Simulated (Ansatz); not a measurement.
System: MnBr, charge 0, multiplicity 7. The spin state was set by rule; other spins were not relaxed. SMILES: [Mn][Br]
Geometry: optimised at B3LYP-D3(BJ)/def2-TZVP (Ansatz, a quantum-chemistry and plane-wave program).

Computed values are from Ansatz. Valence correlation only, unless marked. UHF or UKS for open shells. No spin-orbit coupling. The frozen core is the preceding noble-gas configuration, with the filled d and f shells of earlier blocks. Non-relativistic. Basis-set limits of correlation are two-point, X^-3; Hartree-Fock from the larger set.

What is the vertical ionisation energy (to the sextet) at CCSD(T)/CBS(def2-TZVPPD,def2-QZVPPD)?

7.85 eV.

What is the atomisation energy De at CCSD(T)/CBS(def2-TZVPPD,def2-QZVPPD)?

73.4 kcal/mol.

What is the total energy at CCSD(T)/CBS(def2-TZVPPD,def2-QZVPPD)?

-3722.7690 Eh.

What is the T1 diagnostic at CCSD/def2-QZVPPD?

0.018.

What is the dipole moment at CCSD(T)/def2-SVPD?

3.26 D.
